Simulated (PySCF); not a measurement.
Isomers of C2H5N. All species are isolated molecules in the gas phase. One relaxed conformer stands for each flexible species; it need not be the lowest. Strings in code marks are SMILES.

The numbers are results of PySCF with PBE0-D3(BJ)/def2-TZVP, not measurements. Excitations are Tamm–Dancoff values on a coarser integration grid. The basis has no diffuse functions, so Rydberg states are missing or too high.

```json
[
 {"species": "`C=NC`", "HOMO (eV)": "-7.35", "S1 excitation (TDA) (eV)": "5.07", "HOMO–LUMO gap (eV)": "7.09", "S1 oscillator strength": "0.002"},
 {"species": "`[H]/N=C/C`", "HOMO (eV)": "-7.58", "S1 excitation (TDA) (eV)": "(withheld)", "HOMO–LUMO gap (eV)": "7.59", "S1 oscillator strength": "0.004"},
 {"species": "`C(N)=C`", "HOMO (eV)": "(withheld)", "S1 excitation (TDA) (eV)": "5.80", "HOMO–LUMO gap (eV)": "7.02", "S1 oscillator strength": "(withheld)"}
]
```

Task: Some entries are withheld; supply them.

Result: 
- `[H]/N=C/C`, S1 excitation (TDA) (eV): 5.55
- `C(N)=C`, HOMO (eV): -6.00
- `C(N)=C`, S1 oscillator strength: 0.008
